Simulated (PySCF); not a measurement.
A calculated (PBE, PySCF 2.14, aug-cc-pVTZ-DK, the spin-free X2C one-electron Hamiltonian (Gaussian nucleus)) atom or ion has these occupied shells.

| shell | electrons | orbital energy (eV) | rms radius, mean of both spins (bohr) |
| --- | --- | --- | --- |
| 1s α | 1 | -385.44 | 0.267 |
| 1s β | 1 | -383.57 | 0.267 |
| 2s α | 1 | -20.745 | 1.42 |
| 2p α | 3 | -9.014 | 1.69 |
| 2p β | 1 | -5.276 | 1.69 |

Q: Name the element and its charge.

A: N (nitrogen, neutral), in [He] 2s1 2p4, high-spin 4P determinant (an excited configuration).
